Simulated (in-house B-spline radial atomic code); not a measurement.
Configurations of the mercury ion Hg³⁺, with energies counted from [Xe] 4f14 5d9. Method: Dirac-Hartree-Fock, average of configuration, Fermi nucleus of rms radius 5.4648 fm. Calculated with a radial B-spline atomic code at the basis-set limit. Energies include first-order Breit, QED and recoil terms.

Occupations are held fixed; configurations that lie above the ionisation limit could autoionise.

```
                 configuration  E - E(ref) (eV)  highest orbital  its <r> (bohr)
             [Xe] 4f14 5d8 8f1           43.443            8f5/2           15.73
             [Xe] 4f14 5d8 9f1           44.567            9f5/2            21.2
   [Kr] 4d10 4f14 5s2 5p5 5d10           65.903            5d5/2           1.383
             [Xe] 4f13 5d9 6s1           104.14            6s1/2           2.217
[Kr] 4d10 4f14 5s2 5p5 5d9 6g1           108.65            6g7/2           10.95
[Kr] 4d10 4f14 5s2 5p5 5d9 8g1            111.3            8g7/2           21.42
             [Xe] 4f13 5d9 6g1           137.16            6g7/2           10.95
    [Kr] 4d9 4f14 5s2 5p6 5d10           363.27            5d5/2           1.355
```

(1) Order these further configurations by energy, lowest first.
A. [Kr] 4d10 4f14 5s2 5p5 5d9 5g1
B. [Xe] 4f13 5d9 7g1
C. [Xe] 4f14 5d8 6f1
D. [Kr] 4d10 4f14 5s2 5p5 5d9 9g1
E. [Xe] 4f13 5d9 5g1

(2) How far above the reference does [Xe] 4f14 5d8 9s1 lie?

(3) How far above the reference does [Kr] 4d10 4f14 5s2 5p5 5d9 6s1 lie?

(4) How far above the reference does [Xe] 4f14 5d8 8s1 lie?

Answers

(1) C (38.819 eV), A (105.99 eV), D (112.02 eV), E (134.5 eV), B (138.76 eV).

(2) 40.903 eV; its least bound orbital is 9s1/2 with <r> = 11.32 bohr.

(3) 75.797 eV; its least bound orbital is 6s1/2 with <r> = 2.228 bohr.

(4) 37.265 eV; its least bound orbital is 8s1/2 with <r> = 7.574 bohr.
